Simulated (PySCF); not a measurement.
A GIAO shielding run with PySCF (density fitting, non-relativistic, gas phase) on SMILES C[Si@@H]1C[C@H](C(F)F)C[SiH2]1, C5H12F2Si2:

```
{"job": {"kind": "nmr", "xc": "PBE0", "basis": "pcSseg-1"}, "charge": 0, "multiplicity": 1}
C      3.070712     0.110327    -0.383800
Si     1.533311     0.009989     0.730601
C      0.165743    -1.032790    -0.129050
C     -1.201496    -0.499979     0.301567
C     -2.305463    -1.231052    -0.459491
F     -3.537264    -0.869232    -0.014486
F     -2.285466    -0.930599    -1.782505
C     -1.310149     1.012676     0.089980
Si     0.171157     1.876910     0.939502
H      2.849176     0.604819    -1.325124
H      3.862397     0.670731     0.102883
H      3.461819    -0.876704    -0.613043
H      1.918505    -0.687486     1.972681
H      0.236808    -2.095411     0.104674
H      0.246818    -0.943221    -1.214112
H     -1.364884    -0.729470     1.361359
H     -2.235900    -2.327514    -0.373322
H     -1.291869     1.214813    -0.982745
H     -2.274399     1.362067     0.458644
H     -0.205657     2.262701     2.304999
H      0.487181     3.115369     0.219721
```

Hardware: 1 thread of an x86-64 server CPU, shared host. The job also computes population analyses, field gradients, ring-centre shieldings.

Problem. How large is the calculation?

Solution. 88 electrons, 227 basis functions and 1223 auxiliary functions.

Problem. How long does it take?

Solution. 65 s of wall time, with 13 SCF cycles and 4 response iterations. Times on a shared host scatter by some tens of per cent.
